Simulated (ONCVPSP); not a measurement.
# What one change does to a pseudopotential (indium, ONCV)

```json
{
  "Element": "In (Z = 49)",
  "Generator": "ONCVPSP 4.0.1",
  "Type": "optimised norm-conserving Vanderbilt (ONCV)",
  "Functional": "LDA (Perdew-Zunger)",
  "Relativity": "scalar-relativistic",
  "Frozen core": "[Kr] 4d10",
  "Valence charge": "3",
  "Reference configuration": "5s2 5p1",
  "Partial waves": "5s: rc 1.60 bohr, ncon 3, nbas 7, qcut 3.8 1/bohr, 2 projectors, debl 0.5 Ha; 5p: rc 2.10 bohr, ncon 5, nbas 10, qcut 3.5 1/bohr, 1 projector",
  "Local potential": "polynomial inside 1.25 bohr (lpopt 5, dvloc0 0 Ha)",
  "Core correction": "none"
}
```

All-electron outer shells of the reference configuration (LDA (Perdew-Zunger), scalar-relativistic, ld1.x):

```json
{"shell": "4p", "level (eV)": "-78.05", "outermost node (bohr)": "0.42", "outermost maximum (bohr)": "0.82"}
{"shell": "4d", "level (eV)": "-18.71", "outermost node (bohr)": "0.40", "outermost maximum (bohr)": "0.94"}
{"shell": "5s", "level (eV)": "-8.49", "outermost node (bohr)": "1.02", "outermost maximum (bohr)": "2.13"}
{"shell": "5p", "level (eV)": "-2.70", "outermost node (bohr)": "1.14", "outermost maximum (bohr)": "2.85"}
```

Change: s: qcut 2.2.

Cutoffs: the cutoffs (Ha) at which the residual kinetic energy of the hardest occupied pseudo-wave falls to 1 and 0.1 mHa per electron; they do not see the model core or the augmentation charge, which bear on the density cutoff. Errors are all-electron minus pseudo energies relative to the spin-unpolarised reference configuration.

Predict the effect on cutoff, ghosts and configuration errors.

The potential gets softer (50 Ha and 65 Ha → 32 Ha and 62 Ha); both files keep a bound ghost (p, s); the errors of the 4 common tests hardly move. The waves are optimised to have the least kinetic energy above qcut, so the cutoff follows it (qcut²/2 in Ha).

| quantity | base | changed |
| --- | --- | --- |
| cutoff, loose | 50 Ha | 32 Ha |
| cutoff, tight | 65 Ha | 62 Ha |
| loose cutoff by channel | s 50 Ha, p 4.2 Ha | s 32 Ha, p 4.2 Ha |
| bound ghosts | s, p | s, p |
| GHOST(+) flags under 300 eV | none | none |
| error for 5s2 5p0, meV [ΔE 5.59 eV] | +13 | +13 |
| error for 5s1 5p0, meV [ΔE 25.26 eV] | +147 | +147 |
| error for 5s2 5p0.5, meV [ΔE 2.05 eV] | +1.9 | +1.9 |
| error for 5s1 5p2, meV [ΔE 5.94 eV] | +15 | +15 |
| s: phases at 1.62 bohr within 0.05 rad from the reference energy up to (Ha; the scan ends near 5) | to the end of the scan | to the end of the scan |
| p: phases at 2.14 bohr within 0.05 rad from the reference energy up to (Ha; the scan ends near 5) | 2.7 | 2.7 |

 A true bound ghost makes a file unfit for plane-wave use even where its test errors are small: the radial tests pick states by their node count and pass the ghost by.
